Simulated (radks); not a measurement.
Spherical quantum dot in the effective-mass picture: electrons in a parabolic well V = omega^2 r^2 / 2 with omega = 0.21, all in effective atomic units (hartree* = m*/eps^2 hartree, bohr* = eps/m* bohr), one dielectric constant everywhere. Method: non-relativistic Kohn-Sham, exchange-only LDA, spin-polarised, spherical densities; computed with a radial shooting solver with Libxc functionals. Levels are named by radial order and angular momentum (1s, 1p, 1d, 2s, ...), and open shells are averaged over m. Results are scaled to m* = 0.065 and eps = 6.9, for which hartree* = 37.15 meV and bohr* = 5.617 nm.

N = 25, configuration 1s2 1p6 1d10 2s2 1f(up 5, down 0). This is the lowest configuration that the search found. Occupied and some empty levels:

| level | occupation | eigenvalue (meV) | <r> (nm) |
|---|---|---|---|
| 1s up | 1 | 160.76 | 29.53 |
| 1s down | 1 | 161.32 | 27.29 |
| 1p up | 3 | 162.49 | 34.20 |
| 1p down | 3 | 163.36 | 33.00 |
| 1d up | 5 | 164.78 | 37.32 |
| 1d down | 5 | 165.82 | 36.72 |
| 2s up | 1 | 166.22 | 28.80 |
| 2s down | 1 | 166.73 | 29.88 |
| 1f up | 5 | 167.54 | 39.74 |
| 1f down | 0 | 168.67 | 39.49 |
| 2p up | 0 | 169.65 | 32.73 |
| 2p down | 0 | 170.19 | 33.03 |
| 1g up | 0 | 170.72 | 41.77 |
| 1g down | 0 | 171.89 | 41.74 |
| 2d up | 0 | 173.31 | 36.14 |
| 2d down | 0 | 173.93 | 36.11 |

Energy (meV): total 2517.69, kinetic 124.52, external 880.74, Hartree 1652.2, exchange-correlation -139.78.

Electron density:

| r (nm) | n(r) (e/nm^3) |
|---|---|
| 5.18 | 0.00007750 |
| 10.7 | 0.00006505 |
| 16.3 | 0.00005506 |
| 21.8 | 0.00005515 |
| 27.4 | 0.00006298 |
| 32.9 | 0.00006700 |
| 38.5 | 0.00005615 |
| 44.1 | 0.00003293 |
| 49.6 | 0.00001238 |
| 55.2 | 2.820e-06 |
| 60.7 | 3.826e-07 |
| 66.3 | 3.107e-08 |
| 71.8 | 1.518e-09 |
